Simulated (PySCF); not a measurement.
PySCF job for C2H7NSi2, SMILES [SiH3][SiH2]CC#N, PBE0/pcSseg-1. Geometry: B3LYP-D3(BJ)/def2-SVP. This is a generated structure with no PubChem entry under its InChIKey; it may be hypothetical. One conformer was computed; it need not be the lowest.

```python
import numpy as np
from pyscf import gto, scf, dft
from pyscf.prop.nmr import rks as nmr

mol = gto.M(
    atom='''
    N     2.27706614   -1.31419074    0.81380056
    C     1.71766458   -0.30025174    0.87751677
    C     0.96569405    0.94348348    0.90258350
    Si   -0.29391425    1.05100061   -0.54843483
    Si   -1.67556168   -0.85070648   -0.54456624
    H     1.65617863    1.80139214    0.85000413
    H     0.41593583    1.02244523    1.85525117
    H    -1.08296413    2.30156625   -0.34382725
    H     0.46856815    1.16344059   -1.82454588
    H    -2.28635067   -1.00477533    0.80909141
    H    -2.76308312   -0.68407914   -1.55255112
    H    -0.87523644   -2.06416262   -0.86861313
    ''',
    basis='pcSseg-1',
    charge=0,
    spin=0,
    max_memory=1600,
    verbose=3,
)
mf = dft.RKS(mol, xc='pbe0')
mf.grids.level = 3
mf.conv_tol = 1e-10
mf.max_cycle = 100
mf.kernel()
n = nmr.NMR(mf)
n.verbose = 2
n.max_cycle_cphf = 60
sigma = n.kernel()
print('atom   isotropic/ppm   span/ppm')
for i, s in enumerate(sigma):
    w = np.linalg.eigvalsh((s + s.T) / 2)
    print(f'{mol.atom_symbol(i):2s}{i + 1:3d} {w.mean():14.3f} {w[2] - w[0]:11.3f}')
```

Output:

```
converged SCF energy = -713.69450070179
atom   isotropic/ppm   span/ppm
N   1        -40.158     521.975
C   2         61.992     347.998
C   3        186.460      26.760
Si  4        414.712      72.059
Si  5        460.382       8.791
H   6         29.400      12.579
H   7         29.799      10.887
H   8         27.275       8.906
H   9         27.102       8.538
H  10         27.738       8.333
H  11         27.770       8.903
H  12         27.331       8.260
```

Self-consistency was reached.

Cost: roughly 27 core-seconds.
